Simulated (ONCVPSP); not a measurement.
## Before and after: ONCV potential for iridium

- Element: iridium (Ir)
- Generator: ONCVPSP 4.0.1
- Type: optimised norm-conserving Vanderbilt (ONCV)
- Functional: revPBE
- Relativity: scalar-relativistic
- Frozen core: [Kr] 4d10 4f14
- Valence charge: 17
- Reference configuration: 5s2 5p6 5d7 (charge +2)
- Partial waves: 5s: rc 1.10 bohr, ncon 4, nbas 8, qcut 6.6 1/bohr, 2 projectors, debl 3.8 Ha; 5p: rc 1.30 bohr, ncon 4, nbas 7, qcut 7 1/bohr, 2 projectors, debl 3.4 Ha; 5d: rc 1.50 bohr, ncon 3, nbas 8, qcut 7.3 1/bohr, 2 projectors, debl 2 Ha
- Local potential: polynomial inside 1.00 bohr (lpopt 1, dvloc0 0 Ha)
- Core correction: Teter function, fcfact 2.75, rcfact 1.65

In the s channel the program set the typed energies aside and used -4.247, 0.250 Ha.

All-electron outer shells of the reference configuration (revPBE, scalar-relativistic, ld1.x):

| shell | level (eV) | outermost node (bohr) | outermost maximum (bohr) |
| --- | --- | --- | --- |
| 4f | -79.73 | – | 0.39 |
| 5p | -72.34 | 0.54 | 1.01 |
| 5d | -24.32 | 0.59 | 1.29 |

Change: s: qcut 4.5; p: qcut 4.7; d: qcut 4.9.

Cutoffs: the cutoffs (Ha) at which the residual kinetic energy of the hardest occupied pseudo-wave falls to 1 and 0.1 mHa per electron; they do not see the model core or the augmentation charge, which bear on the density cutoff. Errors are all-electron minus pseudo energies relative to the spin-unpolarised reference configuration.

Q: How do hardness, ghosts and transferability respond?

A: The potential gets harder (129 Ha and 152 Ha → 148 Ha and 199 Ha); of the 4 tests that both files solve, the error grows in 3 and shrinks in 1 by more than 15 % and 0.3 meV (median size 2.2 → 3.0 meV); neither file shows a bound ghost.

```tsv
quantity	base	changed
cutoff, loose	129 Ha	148 Ha
cutoff, tight	152 Ha	199 Ha
loose cutoff by channel	s 129 Ha, p 64 Ha, d 18 Ha	s 148 Ha, p 78 Ha, d 65 Ha
bound ghosts	none	none
GHOST(+) flags under 300 eV	s at 207.0 eV	s at 256.1 eV
error for 5s2 5p6 5d7 6s2, meV [ΔE -27.12 eV]	+0.8	-2.8
error for 5s2 5p6 5d7 6s1, meV [ΔE -17.33 eV]	+3.0	+1.7
error for 5s2 5p6 5d6, meV [ΔE 30.46 eV]	-13	-18
error for 5s2 5p6 5d8, meV [ΔE -18.63 eV]	-1.3	+3.3
s: phases at 1.12 bohr within 0.05 rad from the reference energy up to (Ha; the scan ends near 5)	to the end of the scan	to the end of the scan
p: phases at 1.32 bohr within 0.05 rad from the reference energy up to (Ha; the scan ends near 5)	to the end of the scan	to the end of the scan
d: phases at 1.52 bohr within 0.05 rad from the reference energy up to (Ha; the scan ends near 5)	to the end of the scan	to the end of the scan
rms error of d²Exc/dni dnj with the model core, mHa	1.82	1.98
```
